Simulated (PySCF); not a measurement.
Give a PBE0-D3(BJ)/def2-SVP geometry of `[GeH2]([CH]1CC1)[O][SiH3]`.

Z-matrix in Å and degrees, rows numbered from 1:
```
Si
O   1  1.6518
Ge  2  1.7861  1  137.68
C   3  1.9292  2  104.55  1   107.09
C   4  1.5077  3  118.86  2    30.89
C   5  1.4936  4   60.28  3  -109.05
H   1  1.4989  2  110.93  3    14.73
H   1  1.4964  2  110.33  3  -105.23
H   1  1.4931  2  109.84  3   135.17
H   3  1.5392  2  106.33  1  -132.83
H   3  1.5442  2  107.74  1   -13.66
H   4  1.0955  3  115.27  2   175.91
H   5  1.0940  4  117.83  6   107.35
H   5  1.0933  4  117.66  6  -108.75
H   6  1.0945  4  118.49  5  -107.26
H   6  1.0934  4  117.65  5   108.89
```

Si1 (oxygen-bound silicon) is tetrahedral (angles from 108.3° to 110.9°). Ge3 (germanium bonded to C, O and 2 H) is distorted tetrahedral (angles from 104.6° to 113.3°). O2 (oxygen bonded to Ge and Si) is bent (angle 137.7°). The 3-membered ring C4–C5–C6 has internal angles of 59.4° to 60.3°.

Computed, not measured: PBE0-D3(BJ)/def2-SVP geometry optimisation, gas phase (PySCF 2.14.0).

Point group: C1 (no symmetry element, even within 0.4 Å). Whether it is a minimum is left open (no frequencies). One conformer, not necessarily the lowest (Si1–O2–Ge3–C4 107°, O2–Ge3–C4–C5 31°).

The run took 3.8 min of wall time on an Arm Neoverse V2 with one thread, on a shared host. These figures are those of the optimisation.
